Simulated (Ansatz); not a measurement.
`NB(F)[SiH3]` + `CF` → `NB([SiH3])CF` + H–F  (formal exchange of groups at a B–F bond)

Calculated with Ansatz (gas phase, PBE0-D4/def2-TZVP geometries, no zero-point term in ΔE). CCSD(T)/CBS is the MP2 limit (def2-TZVPP, def2-QZVPP) plus CCSD(T) − MP2 in def2-TZVPP, frozen cores. This one scheme is used for every species. Each species was taken in one conformer, which may not be the lowest.

```csv
species,HF/def2-QZVPP energy (Eh)
`NB(F)[SiH3]`,-470.62177
`CF`,-139.10888
`NB([SiH3])CF`,-509.60261
H–F,-100.07004
```

Question: Work out ΔE.

Answer: ΔE = (-509.60261) + (-100.07004) − (-470.62177) − (-139.10888) = 0.05800 Eh = +152.3 kJ/mol. CCSD(T)/CBS gives +118.1 kJ/mol.

Largest T1 diagnostic among the species: 0.013.

In def2-TZVPP, CCSD(T) changes the Hartree–Fock value by −29.5 kJ/mol (the triples alone add −3.3 kJ/mol) and MP2 by −31.2 kJ/mol. The D4 term adds −7.8 kJ/mol with B3LYP and −4.4 kJ/mol with PBE0; it sums over pairs of atoms, weighted by their polarisabilities, and B3LYP, whose exchange is more repulsive, gets the larger term.

B3LYP here is the variant with VWN-RPA as its local correlation; programs differ in this.
